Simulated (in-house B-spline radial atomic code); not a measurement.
Results of a calculation; reference values are marked as such.
**Zn ion on N atom: potential, deflection and energy transfer**

The pair potential comes from two frozen, spherical free-atom densities (PBE, B-spline radial code, scalar-relativistic past argon): electrostatics plus the change in Thomas-Fermi kinetic and Dirac exchange energy where they overlap, the recipe behind the universal ZBL potential, which averages such potentials (from solid-state densities) over many pairs. It is written V = (Z1 Z2 e²/r) φ(r/a), with e² = 14.3996 eV·Å and a = 0.46850 Å/(Z1^0.23 + Z2^0.23); ZBL's fit is φ = 0.18175 e^(−3.1998x) + 0.50986 e^(−0.94229x) + 0.28022 e^(−0.4029x) + 0.02817 e^(−0.20162x). Where φ falls below 4e-4 it is continued as an exponential.

Masses 65.38 and 14.01 u.

```json
{"x = r/a": "0.1", "φ, this pair": "0.8929", "φ, ZBL": "0.8928"}
{"x = r/a": "0.5", "φ, this pair": "0.6273", "φ, ZBL": "0.6096"}
{"x = r/a": "1.5", "φ, this pair": "0.3169", "φ, ZBL": "0.2995"}
{"x = r/a": "3", "φ, this pair": "0.1388", "φ, ZBL": "0.1292"}
{"x = r/a": "5", "φ, this pair": "0.05512", "φ, ZBL": "0.05224"}
{"x = r/a": "8", "φ, this pair": "0.01891", "φ, ZBL": "0.01705"}
{"x = r/a": "12", "φ, this pair": "0.004627", "φ, ZBL": "0.00474"}
{"x = r/a": "17", "φ, this pair": "0.0008437", "φ, ZBL": "0.001212"}
```

(1) At x = 5 the electrostatic, kinetic and exchange parts are -47.95, 355.44 and -40.6 eV. Find r, V and φ.

(2) The ion comes in at 13.72 keV with impact parameter 0.0625 Å. The scattering integral gives a centre-of-mass angle of 141° and a closest approach of 2.214 a. What are the reduced energy, the energy passed on and the laboratory angles?

## Answers

(1) a = 0.46850/(2.1864 + 1.5645) = 0.12490 Å, so r = 0.62451 Å. V = -47.95 + 355.44 + (-40.6) = 266.89 eV. The bare repulsion is 30 × 7 × 14.3996/0.62451 = 4842 eV, so φ = 0.0551, +5.5 % against ZBL's 0.0522. The kinetic (Pauli) term is 133 % of V here, as the other two terms together attract.

(2) ε = E a M2/(Z1 Z2 e² (M1 + M2)) = 13720 × 7.2891e-06 = 0.1. The most that one collision can pass on is γE with γ = 4 M1 M2/(M1 + M2)² = 0.5813. Here T = γE sin²(θ/2) = 0.5813 × 13720 × 0.8888 = 7088 eV. The ion turns by arctan(sin θ/(cos θ + M1/M2)) = 9.2°, and the struck atom leaves at (180° − θ)/2 = 19.5°. The closest approach is 0.276 Å. With ZBL the angle would be 139.86° and T = 7036 eV.
